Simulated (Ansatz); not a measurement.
Cost and result for the atomization energy of C$_{3}$H$_{7}$BS, SMILES `BC(=C)SC` (12 atoms, 11 bonds).

Cartesian coordinates in Å:
```
B 0.8833 -1.1260 -0.0192
C -0.4798 -0.5112 -0.3806
C -1.3555 -1.3112 -1.0219
S -0.9763 1.1384 -0.0324
C 0.4313 1.8504 0.8221
H 1.7539 -0.5297 0.5387
H 1.0626 -2.2682 -0.3239
H -2.3457 -0.9828 -1.3285
H -1.0792 -2.3325 -1.2529
H 0.6472 1.3266 1.7529
H 0.1379 2.8752 1.0533
H 1.3202 1.8711 0.1924
```

The species carries charge 0 and has multiplicity 1. All single points use the PBE0-D4/def2-TZVP geometry. It is one conformer, not always the lowest. Program: Ansatz. All runs use 4 threads of an Arm Neoverse V1 on a shared host. Times are those of one run each, without the atoms' runs, and a repeat can differ threefold. Electronic energies, without spin–orbit coupling; frozen cores. CCSD(T)/CBS adds CCSD(T) − MP2 in def2-TZVPP to the MP2 limit, and its time is that of the two runs behind it. T1 = 0.012; the RHF reference is unstable towards UHF. B3LYP takes the VWN-RPA correlation (the form of Gaussian; ORCA's B3LYP/G).

CCSD(T)/CBS is a level of theory with its own doubt, some kJ/mol a heavy atom from the limit and from the frozen cores, so smaller differences don't rank the functionals.

```
                             level  functions  wall time  atomization (kJ/mol)  difference from CCSD(T)/CBS  per bond
   PBE-D4/def2-TZVPP (with forces)        264      2.7 s                4684.2                        123.8      11.3
                PBE0-D4/def2-TZVPP        264      3.1 s                4615.8                         55.4       5.0
 B3LYP-D4/def2-TZVPP (with forces)        264        5 s                4588.5                         28.1       2.6
r2SCAN-D4/def2-TZVPP (with forces)        264      5.5 s                4603.3                         42.9       3.9
                 B2PLYP/def2-TZVPP        264        6 s                4533.8                        -26.6      -2.4
                ωB97X-V/def2-TZVPP        264        8 s                4579.7                         19.3       1.8
  ωB97M-V/def2-TZVPP (with forces)        264       13 s                4594.0                         33.6       3.1
                    MP2/def2-QZVPP        508       27 s                4583.6                         23.2       2.1
                CCSD(T)/def2-TZVPP        264    2.8 min                4454.3                       -106.1      -9.6
                 CCSD(T)/CBS(def2)          –    3.2 min                4560.4                          0.0       0.0
```

The D4 term adds +41.6 kJ/mol with B3LYP and +21.7 kJ/mol with PBE0; it sums over pairs of atoms, weighted by their polarisabilities, and B3LYP, whose exchange is more repulsive, gets the larger term. From PBE to PBE0 (25 % exact exchange), in def2-TZVPP and without D4, the atomization energy moves by −64.3 kJ/mol: exact exchange takes away binding that semilocal exchange gives to molecules. In def2-TZVPP, CCSD(T) changes the Hartree–Fock value by +1029.1 kJ/mol (the triples alone add +69.4 kJ/mol) and MP2 by +1096.1 kJ/mol; breaking electron pairs costs correlation energy, which Hartree–Fock lacks.
